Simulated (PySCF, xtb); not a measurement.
CH6ClFOSi2, SMILES F[Si@](Cl)([SiH2]C)O.

GFN2-xTB in xtb at its own geometry gives an orbital gap of 4.98 eV and a dipole moment of 2.02 D.

The structure is a stationary point at B3LYP-D3(BJ)/def2-SVP. The structure was generated by enumeration; whether it is a known compound was not checked. Other conformers were not sampled.

What does PBE/def2-TZVP run with PySCF give? (Estimate from the structure and the level; the computed values follow.)

gap 6.21 eV (levels -7.28 and -1.06 eV), dipole 1.72 D.
